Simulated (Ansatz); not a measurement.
One change: `O[SiH](S)I` becomes `O[SiH](I)[SiH2]F`.

Ansatz, PBE0-D4/def2-TZVP geometries, multiplicity 1. Each molecule was computed in one conformer, which needn't be the lowest.

Elements past krypton have def2 core potentials.  Spin–orbit coupling is left out; it splits and shifts lone-pair levels of the heavy atoms by tenths of an eV.

```json
{"property": "HOMO–LUMO gap (PBE0/def2-TZVPP) / eV", "`O[SiH](S)I`": "6.90"}
{"property": "size of the dipole moment (PBE/def2-TZVPP) / D", "`O[SiH](S)I`": "0.86"}
{"property": "HOMO energy (PBE/def2-TZVPP) / eV", "`O[SiH](S)I`": "-6.53"}
{"property": "LUMO energy (ωB97M-V/def2-TZVPP) / eV", "`O[SiH](S)I`": "1.08"}
{"property": "HOMO energy (ωB97M-V/def2-TZVPP) / eV", "`O[SiH](S)I`": "-9.83"}
{"property": "HOMO–LUMO gap (ωB97M-V/def2-TZVPP) / eV", "`O[SiH](S)I`": "10.90"}
```

Question: What does the change do to each property? (Estimate.)

Answer: The calculation gave: 
| property | `O[SiH](I)[SiH2]F` | shift |
| --- | --- | --- |
| HOMO–LUMO gap (PBE0/def2-TZVPP) / eV | 6.41 | -0.49 |
| size of the dipole moment (PBE/def2-TZVPP) / D | 2.08 | 1.22 |
| HOMO energy (PBE/def2-TZVPP) / eV | -6.45 | 0.08 |
| LUMO energy (ωB97M-V/def2-TZVPP) / eV | 0.58 | -0.50 |
| HOMO energy (ωB97M-V/def2-TZVPP) / eV | -9.63 | 0.20 |
| HOMO–LUMO gap (ωB97M-V/def2-TZVPP) / eV | 10.21 | -0.69 |

With PBE0 the HOMO rises by 0.14 eV and the LUMO falls by 0.35 eV, so the gap narrows by about 0.49 eV. PBE moves the HOMO by 0.08 eV and ωB97M-V by 0.20 eV. Dipoles are sizes alone; their direction can turn.

Positive LUMOs are unbound, so they and the gaps depend on the basis.
